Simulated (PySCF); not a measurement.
# What builds the electron affinity along the 5d series

All values are computed (PySCF 2.14, energy differences of UHF-based or UKS calculations, no spin-orbit coupling). Each column adds one step, in eV (sums use unrounded values): valence MP2, valence CCSD, valence triples, then the next inner shell at CCSD(T) (W 5s 5p, Ir 5s 5p, Pt 5s 5p, Au 5s 5p). References (photodetachment measurements) marked * lie between the lowest fine-structure levels; the others compare directly ((s) semi-empirical, (t) theoretical).

| element | UHF | + MP2 | + CCSD | + (T) | + inner shell | sum | reference |
| --- | --- | --- | --- | --- | --- | --- | --- |
| W [Xe] 4f14 5d5 6s2 → [Xe] 4f14 5d4 6s2 (aug-cc-pwCVDZ-PP with ECP60MDF, ECP) | 0.871 | 0.165 | 0.261 | 0.028 | -0.052 | 1.273 | 0.817 * |
| Ir [Xe] 4f14 5d8 6s2 → [Xe] 4f14 5d7 6s2 (aug-cc-pwCVDZ-PP with ECP60MDF, ECP) | 0.012 | 1.451 | -0.126 | 0.155 | -0.083 | 1.409 | 1.564 * |
| Pt [Xe] 4f14 5d9 6s2 → [Xe] 4f14 5d9 6s1 (aug-cc-pwCVDZ-PP with ECP60MDF, ECP) | 0.440 | 1.419 | -0.076 | 0.148 | 0.100 | 2.031 | 2.125 * |
| Au [Xe] 4f14 5d10 6s2 → [Xe] 4f14 5d10 6s1 (aug-cc-pwCVDZ-PP with ECP60MDF, ECP) | 0.624 | 1.470 | -0.132 | 0.134 | 0.099 | 2.195 | 2.309 |

Double-zeta sets recover only part of the correlation energy.

What remains against the references is mostly basis incompleteness and, for starred values, spin-orbit coupling.

**Question.** What share of the correlation contribution for Au comes from the inner shell?

**Answer.** The four steps add to 1.571 eV, of which the inner shell gives 0.099 eV, or 6 %.
